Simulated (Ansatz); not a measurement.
Ideal-gas functions of `[AlH2][O][SiH2]S` at 600 K and 1 bar, from an Ansatz frequency run at PBE0-D4/def2-TZVP.

Molar mass 108.17 g/mol, point group C1 (symmetry number 1), electronic degeneracy 1, moments of inertia 71.375, 310.432, 369.845 u Å². Harmonic wavenumbers (cm⁻¹, unscaled): 38, 67, 86, 209, 265, 490, 522, 549, 590, 621, 746, 788, 801, 903, 952, 1118, 1950, 1962, 2234, 2245, 2710.

Use S(trans) = R[1.5 ln M + 2.5 ln T − 1.1517]; rotational temperatures θ = 24.2544 K / I; S(rot) = R[ln(√π/σ · √(T³/θAθBθC)) + 1.5]; for each mode x = 1.438777 ν̃/T, S = R[x/(eˣ − 1) − ln(1 − e⁻ˣ)] and H = RT x/(eˣ − 1); 1 cm⁻¹ = 0.0119627 kJ/mol; R = 8.31446 J/(mol·K).

Q: By hand: the entropy, in J/(mol·K).

A: Translation 181.8. Rotation: θ = 0.3398, 0.0781, 0.0656 K, giving 123.4. Vibration, mode by mode: 28.24, 23.53, 21.46, 14.14, 12.22, 7.44, 6.97, 6.60, 6.09, 5.73, 4.51, 4.16, 4.06, 3.35, 3.05, 2.23, 0.44, 0.43, 0.25, 0.24, 0.09, in all 155.2. Electronic 0.0. Sum 460.4 J/(mol·K).

Q: By hand: H − E and G − E in kJ/mol, counted from the electronic energy.

A: Zero-point energy ½ × 19846 × 0.0119627 = 118.7; thermal vibration 42.7; translation, rotation and pV give 4 RT = 20.0. H − E = 181.4 kJ/mol, and G − E = 181.4 − 600 × 460.4/1000 = -94.8 kJ/mol.

Vibration gives 34 % of the entropy, 73.2 J/(mol·K) of it from the modes under 150 cm⁻¹: soft modes count most, and the harmonic formula is weakest for them. The sum counts one conformer and one mirror image; others add a mixing term.
